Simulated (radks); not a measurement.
The nitrogen anion N3-, [Ne], held by a Watson sphere: a shell of charge +3 at radius R that stands for the Madelung well of a crystal (potential energy -3/R inside, -3/r outside, in hartree with lengths in bohr). All-electron calculation, scalar-relativistic Kohn-Sham, r2SCAN, spin-polarised, spherical densities, finite nucleus; meta-GGA in the generalised Kohn-Sham scheme; Fermi nuclear charge, rms radius of each element as measured or else 0.836 A^(1/3) + 0.57 fm. Program: a radial shooting solver on a logarithmic mesh with Libxc functionals.

R (bohr)  e(1s) (eV)  e(2s) (eV)  e(2p) (eV)  <r> 2p (bohr)  sum of <r^2> (bohr^2)  X-ray form factor at sin(theta)/lambda = 0.2 1/angstrom
1.64         -381.63     -21.657      -9.215          1.589                  23.97                                                    5.609
2.43         -383.18     -17.663      -6.384          1.915                  34.31                                                    4.894
2.52         -383.26     -17.334      -6.129          1.951                  35.57                                                    4.842
2.66         -383.35     -16.869      -5.758          2.006                  37.58                                                    4.771
2.95         -383.45     -16.065      -5.083          2.120                  41.92                                                    4.659
3.26         -383.49     -15.406      -4.487          2.242                  46.90                                                    4.580
